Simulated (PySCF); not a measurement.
**Unknown compound**

Molecular formula: C4H8ClFSi2. Simulated spectra:

1H NMR (400 MHz, computed): δ 5.86 (m, 2H), 4.23 (m, 2H), 2.92 (m, 2H), 2.43 (m, 2H).

13C{1H} NMR (computed): δ 158.6, 148.8, 42.1, 30.5.

PySCF calculation with NMR shieldings at PBE0/pcSseg-1/GIAO and geometry: GFN2-xTB; one averaged value for each set of equivalent atoms, isolated molecule, a single conformation, no relativistic terms.

Referencing at the same level of theory: 1H and 13C vs TMS.

Question: Choose the structure that fits.
A. C=C[Si@@H](Cl)/C(F)=C\[SiH3]
B. C[SiH2]C#C[Si@@](C)(F)Cl
C. FC1=C(Cl)C[SiH2][SiH2]C1
D. F[SiH2][SiH2]C1=C(Cl)CC1
E. C=C[Si@@]1(Cl)C[SiH2][C@@H]1F

Answer: D. 

- The formula gives 2 degrees of unsaturation (1 ring in the answer).
- 4 carbon signals for 4 carbons: no two carbons are equivalent.
- Carbon types of the structure: 2 × C, 2 × CH2, leaving 4 H on heteroatoms.
- δC 158.6, 148.8: fully substituted alkene carbon; an sp2 carbon of a C=C bond.
- δC 42.1, 30.5: allylic sp3 CH2; aliphatic region, no heteroatom directly attached.
- δH 5.86: hydrogen on a silicon bonded to F, Si.
- δH 4.23: hydrogen on a silicon bonded to C, Si.
- δH 2.92, 2.43: hydrogen on an allylic sp3 CH2; allylic position.

The others: C[SiH2]C#C[Si@@](C)(F)Cl has carbons computed at 116.9, 115.0, 5.6, -5.2, with a different DEPT pattern; C=C[Si@@H](Cl)/C(F)=C\[SiH3] would give 6 signals for carbon-bound and other non-exchanging H, not 4; C=C[Si@@]1(Cl)C[SiH2][C@@H]1F would give 8 signals for carbon-bound and other non-exchanging H, not 4; FC1=C(Cl)C[SiH2][SiH2]C1 has carbons computed at 163.1, 118.3, 19.4, 15.1.

Carbons that carry Cl, above all several Cl atoms, come out too deshielded, partly because spin–orbit coupling is missing. Splittings by 19F in the carbon and heteronuclear signals aren't shown, as no couplings were computed. Shifts are as computed. Against solution values, carbons near 30 ppm lie about +3 ppm off and those near 130 ppm about +5 ppm; carbons on Cl a further +6 ppm. Of 1309 compounds with measured shifts, 239 miss one by over three times the rms of a fit or turn the order of signals round; such compounds aren't used in these exercises. No couplings were computed; multiplicities are counted from neighbouring protons, with m where these are inequivalent, close in shift, in a saturated or five-membered ring or joined by F or P, and br s for small geminal =CH2 splittings.
